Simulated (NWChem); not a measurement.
System meant: MgF$_{2}$ cation, doublet; SMILES of the neutral closed-shell parent [F][Mg][F]

Input file for NWChem:

```
start job
memory heap 200 mb stack 900 mb global 1100 mb
charge 1
geometry units angstroms noautoz
  Mg     0.000000     0.000000    -0.001189
  F      1.829575     0.000000    -0.012543
  F     -1.829575     0.000000    -0.012543
end
basis spherical
  Mg library def2-svp
  F library def2-svp
end
dft
  odft
  mult 2
  xc b3lyp
  iterations 4
  mulliken
end
task dft energy
```

End of the output:

```
     --------------------------
     Expectation value of S2:
     --------------------------
      <S2> =      0.7574 (Exact =     0.7500)

 center of mass
 --------------
 x =   0.00000000 y =   0.00000000 z =  -0.00027960

 moments of inertia (a.u.)
 ------------------
           0.006768905589           0.000000000000           0.000000000000
           0.000000000000         454.204676328555           0.000000000000
           0.000000000000           0.000000000000         454.197907422967

     Multipole analysis of the density
     ---------------------------------

     L   x y z        total         alpha         beta         nuclear
     -   - - -        -----         -----         ----         -------
     0   0 0 0      1.000000    -15.000000    -14.000000     30.000000

     1   1 0 0     -0.000000      0.000000     -0.000000      0.000000
     1   0 1 0     -0.000000     -0.000000     -0.000000      0.000000
     1   0 0 1      0.026899      0.017646      0.009253      0.000000

     2   2 0 0    -15.674414   -121.612953   -109.225958    215.164496
     2   1 1 0      0.000000      0.000000      0.000000      0.000000
     2   1 0 1      0.000000      0.000000     -0.000000      0.000000
     2   0 2 0    -10.296852     -5.227610     -5.069242      0.000000
     2   0 1 1     -0.000000     -0.000000     -0.000000      0.000000
     2   0 0 2     -9.617461     -5.177548     -4.443227      0.003315

 ------------------------------------------------------------------------
 dft energy failed                                                                                  0
 ------------------------------------------------------------------------
 ------------------------------------------------------------------------
  current input line :
    20: task dft energy
 ------------------------------------------------------------------------
 ------------------------------------------------------------------------
 This type of error is most commonly associated with calculations not reaching convergence criteria
 ------------------------------------------------------------------------
 For more information see the NWChem manual at https://nwchemgit.github.io

0:dft energy failed:Received an Error in Communication
```

Q: Can this run be used? If not, why, and what is the fix?

A: Convergence was not reached. Cause: the SCF was allowed too few iterations. This input runs:
```
start job
memory heap 200 mb stack 900 mb global 1100 mb
charge 1
geometry units angstroms noautoz
  Mg     0.000000     0.000000    -0.001189
  F      1.829575     0.000000    -0.012543
  F     -1.829575     0.000000    -0.012543
end
basis spherical
  * library def2-svp
end
dft
  odft
  mult 2
  xc b3lyp
  iterations 150
  mulliken
end
task dft energy
```
It converges to -399.22073 Ha (B3LYP/def2-SVP, spin-unrestricted).
